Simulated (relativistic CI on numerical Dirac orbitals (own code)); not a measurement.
**Sensitivity of the levels of Os28+ to α and to the nuclear radius**

Calculated at this level of theory: Dirac-Coulomb-Breit CI, separate exchange-only KLI orbitals for each configuration, derivatives by finite differences, unscaled Slater integrals, QED left out (own radial code, finite nucleus).

Configuration list (outside the closed core [Ar] 3d10 4s2): 4p⁶4d¹⁰4f², 4p⁶4d⁹4f³, 4p⁶4d¹⁰4f5s, 4p⁶4d¹⁰4f5p, 4p⁶4d¹⁰5s², 4p⁵4d¹⁰4f³, 4p⁶4d¹⁰5s5p, 4p⁶4d¹⁰4f5d. Levels of other configurations are missing.

With x = (α/α₀)² − 1 an excitation energy changes as ω = ω₀ + qx; K = 2q/ω₀ is the relative enhancement. Terms are leading LS components, so labels can repeat. The field-shift factor is F = δν/δ⟨r²⟩ for the transition from the lowest level.

Lowest level 4p⁶4d¹⁰4f² ³H4.

| Level | ω₀ (cm⁻¹) | q (cm⁻¹) | K | F (GHz/fm²) |
| --- | --- | --- | --- | --- |
| 4p⁶4d¹⁰4f² ³F2 | 21351 | 4046 | 0.379 | 0.343 |
| 4p⁶4d¹⁰4f² ³H5 | 30975 | 31180 | 2.01 | 1.43 |
| 4p⁶4d¹⁰4f² ¹G4 | 44803 | 30420 | 1.36 | 1.53 |
| 4p⁶4d¹⁰4f² ³F3 | 45401 | 31600 | 1.39 | 1.58 |
| 4p⁶4d¹⁰4f² ³H6 | 56537 | 50420 | 1.78 | 2.38 |
| 4p⁶4d¹⁰4f² ³F4 | 80745 | 63290 | 1.57 | 3.07 |
| 4p⁶4d¹⁰4f² ¹D2 | 81485 | 29890 | 0.734 | 1.87 |
| 4p⁶4d¹⁰4f² ³P0 | 83219 | 10430 | 0.251 | 1.19 |
| 4p⁶4d¹⁰4f² ³P1 | 98295 | 31840 | 0.648 | 2.1 |
| 4p⁶4d¹⁰4f² ¹I6 | 101411 | 42500 | 0.838 | 2.54 |
| 4p⁶4d¹⁰4f² ³P2 | 122176 | 60280 | 0.987 | 3.37 |
| 4p⁶4d¹⁰4f² ¹S0 | 205446 | 52030 | 0.506 | 3.95 |
| 4p⁶4d¹⁰4f5s ³F°2 | 1245629 | -509300 | -0.818 | 821 |
| 4p⁶4d¹⁰4f5s ³F°3 | 1248962 | -508200 | -0.814 | 820 |
| 4p⁶4d¹⁰4f5s ³F°4 | 1280594 | -476600 | -0.744 | 822 |
| 4p⁶4d¹⁰4f5s ¹F°3 | 1286622 | -475400 | -0.739 | 820 |
| 4p⁶4d¹⁰4f5p ³G3 | 1621403 | -453800 | -0.56 | 82.8 |
| 4p⁶4d¹⁰4f5p ³F2 | 1628474 | -450600 | -0.553 | 82.4 |
| 4p⁶4d⁹4f³ ⁵H°3 | 1643306 | 12240 | 0.0149 | 24.3 |
| 4p⁶4d⁹4f³ ⁵H°4 | 1644930 | 10400 | 0.0126 | 24.3 |
| 4p⁶4d⁹4f³ ⁵G°2 | 1649532 | 13040 | 0.0158 | 24.4 |
| 4p⁶4d⁹4f³ ⁵H°5 | 1658207 | 20740 | 0.025 | 24.8 |
| 4p⁶4d¹⁰4f5p ³D3 | 1659166 | -419200 | -0.505 | 84.1 |

At this charge energies of transitions that change n are usually good to better than 1 %, and those within a shell (Δn = 0) to a few per cent. Terms inside the open d or f shell come out 10 to 20 % too wide with unscaled integrals.
